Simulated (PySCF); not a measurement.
Input of a run (PBE0/6-31+G* geometry optimisation, gas phase (PySCF 2.14.0)), started from GFN2-xTB:
```
{"job": {"xc": "PBE0", "basis": "6-31+G*", "grid": 1, "kind": "geom"}, "charge": 0, "multiplicity": 1}
O     -0.981913     2.266615     0.139119
C     -0.498809     1.152209     0.069454
C     -1.288804    -0.080251     0.017579
C     -0.694807    -1.279276    -0.060251
O      0.634546    -1.462539    -0.094219
C      1.409939    -0.367730    -0.048305
C      0.940975     0.885557     0.027753
H     -2.362672     0.002528     0.042914
H     -1.228793    -2.218735    -0.101501
H      2.460796    -0.621131    -0.079364
H      1.614966     1.725422     0.060857
```

Output (energies in Eh, forces in Eh/bohr):
```
step   0  E = -342.97569687  max force = 0.015839
step   1  E = -342.97625729  max force = 0.002369
step   2  E = -342.97626574  max force = 0.000953
step   3  E = -342.97627013  max force = 0.000203
optimisation converged
```

Question: Summarise the run.

Answer: The energy falls by 0.016 eV over 4 energy and gradient evaluations, the largest force component goes from 0.0158 to 2.0e-04 Eh/bohr, and the atoms move by 0.011 Å rms after alignment. The bond that changes most is O1=C2 (carbonyl oxygen to ring carbonyl carbon), which lengthens by 0.011 Å. Bonds longer at the end by more than 0.005 Å: 7 of 11; shorter: 0. The energy never rose by more than 1e-6 Eh on the way. The first step brought 98 % of the lowering.

Question: What are the final bond lengths?

Answer: O1=C2 1.227 Å, C2–C3 1.464 Å, C3–C4 1.345 Å, C4–O5 1.351 Å, O5–C6 1.351 Å, C6–C7 1.345 Å, C2–C7 1.464 Å, C3–H8 1.085 Å, C4–H9 1.084 Å, C6–H10 1.084 Å, C7–H11 1.085 Å. Numbering counts from 1 in the input's order; the species is `O=C1C=COC=C1` (pyranone).

The run used 134 basis functions and 30 SCF cycles in all.

No PBE0/6-31+G* frequencies stand behind this structure, so it isn't proved a minimum.
